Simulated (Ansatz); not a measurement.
`C[N](C)[Zn][Cl]` at its PBE0-D4/def2-TZVP geometry, where that method's forces vanish. Total charge 0; spin multiplicity 1.

| atom | x (Å) | y (Å) | z (Å) |
| --- | --- | --- | --- |
| C1 | 0.311 | 0.232 | -1.287 |
| N2 | 0.101 | -0.128 | 0.090 |
| C3 | -0.989 | 0.591 | 0.692 |
| Zn4 | 1.103 | -1.338 | 0.967 |
| Cl5 | 2.265 | -2.748 | 1.986 |
| H6 | 0.540 | 1.304 | -1.399 |
| H7 | -0.580 | 0.028 | -1.902 |
| H8 | 1.143 | -0.325 | -1.726 |
| H9 | -0.821 | 1.679 | 0.673 |
| H10 | -1.132 | 0.303 | 1.737 |
| H11 | -1.940 | 0.403 | 0.168 |

Problem. For each bond, give half the difference of the two atoms' forces along it (eV/Å; positive pushes the atoms apart) under PBE-D4, r2SCAN-D4, B3LYP-D4, ωB97M-V in def2-TZVPP. (Best estimate.)

Solution. Ansatz gave: 
```tsv
bond	length (Å)	PBE-D4	r2SCAN-D4	B3LYP-D4	ωB97M-V
C1–N2	1.438	0.10	0.21	0.17	0.23
C1–H6	1.102	0.12	-0.03	-0.07	-0.12
C1–H7	1.102	0.12	-0.03	-0.07	-0.12
C1–H8	1.093	0.04	-0.07	-0.11	-0.08
N2–C3	1.438	0.10	0.21	0.17	0.23
N2–Zn4	1.800	-0.05	-0.17	-0.02	-0.11
C3–H9	1.102	0.12	-0.03	-0.07	-0.12
C3–H10	1.093	0.04	-0.07	-0.11	-0.08
C3–H11	1.102	0.12	-0.03	-0.07	-0.12
Zn4–Cl5	2.092	0.01	-0.07	0.11	0.01
```

B3LYP here is the variant with VWN-RPA as its local correlation; programs differ in this.
